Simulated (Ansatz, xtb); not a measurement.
Two isomers of C6H5BrS

Structure I: `Sc1ccc(Br)cc1`, a singlet. Structure II: `Sc1ccccc1Br`, a singlet. Both are isolated molecules in the gas phase, relaxed with PBE0-D3(BJ)/def2-SVP; the shapes shown needn't be the lowest conformers.

I (Å):

```xyz
13

C    -1.5784    0.6371    0.0283
C    -0.9860    1.5088   -0.8948
C     0.3620    1.3924   -1.2154
C     1.1322    0.3988   -0.6128
C     0.5577   -0.4755    0.3070
C    -0.7920   -0.3553    0.6247
Br    2.9610    0.2377   -1.0450
S    -3.2941    0.8524    0.3792
H    -3.3992   -0.1556    1.2690
H    -1.5849    2.2896   -1.3702
H     0.8159    2.0753   -1.9355
H     1.1637   -1.2521    0.7768
H    -1.2318   -1.0468    1.3473
```

II (Å):

```xyz
13

C    -0.1541    1.3630    0.3395
C     0.2631    1.3190   -1.0012
C    -0.0401    0.2387   -1.8183
C    -0.7736   -0.8358   -1.3161
C    -1.1976   -0.8153    0.0077
C    -0.8921    0.2715    0.8277
Br   -1.5082    0.2178    2.6159
S     0.2984    2.7906    1.2608
H    -0.2817    2.4089    2.4192
H     0.8383    2.1591   -1.3985
H     0.3002    0.2375   -2.8561
H    -1.0173   -1.6903   -1.9505
H    -1.7727   -1.6460    0.4201
```

Quicker runs give these differences E(II) − E(I): GFN2-xTB +0.055 eV; HF/STO-3G +0.058 eV (at GFN2-xTB geometries); r2SCAN-D4/def2-SVP −0.017 eV (at GFN2-xTB geometries).

Question: Estimate E(II) − E(I) at the level CCSD(T)/def2-SVP + ΔMP2/def2-TZVPP.

Answer: CCSD(T)/def2-SVP + ΔMP2/def2-TZVPP gives E(II) − E(I) = −0.005 eV, slightly favouring structure II, which is too small a margin to settle the true order.

How the difference moves with the method:

```
                             level              geometry  E(II) − E(I) (eV)  departure from the last row (eV)  job, with rough time for the two
                          GFN2-xTB              GFN2-xTB              +0.055                            +0.060              optimisation, 0.18 s
                         HF/STO-3G              GFN2-xTB              +0.058                            +0.063              single point, 0.72 s
                r2SCAN-D4/def2-SVP              GFN2-xTB              −0.017                            −0.012               single point, 4.8 s
              PBE0-D3(BJ)/def2-SVP  PBE0-D3(BJ)/def2-SVP              −0.025                            −0.020                optimisation, 37 s
                       HF/def2-SVP  PBE0-D3(BJ)/def2-SVP              +0.099                            +0.104           part of the CCSD(T) run
                      MP2/def2-SVP  PBE0-D3(BJ)/def2-SVP              −0.005                             0.000           part of the CCSD(T) run
                  CCSD(T)/def2-SVP  PBE0-D3(BJ)/def2-SVP              +0.016                            +0.021                      single point
CCSD(T)/def2-SVP + ΔMP2/def2-TZVPP  PBE0-D3(BJ)/def2-SVP              −0.005                                               single point, 1.9 min
```

As drawn, both hold the same kinds of bond in the same numbers.

The largest departure from CCSD(T)/def2-SVP + ΔMP2/def2-TZVPP is that of HF/def2-SVP, 0.104 eV. The last row adds to CCSD(T) the change of the MP2 difference between the two basis sets, here −0.021 eV.

With thermal terms from frequencies at re-optimised GFN2-xTB minima (ideal gas, soft modes damped towards free rotors, one conformer each, 298.15 K, 1 atm): the zero-point term adds −0.001 eV; ΔH is −0.006 and ΔG −0.003 eV.

The correlated steps freeze 20 core orbitals; the filled d shell of Br is correlated, in a basis made for valence electrons. Run with Ansatz 0.2.0, xtb 6.7.1; the last row on 2 threads of Intel(R) Xeon(R) 6975P-C (Granite Rapids) on a shared host.
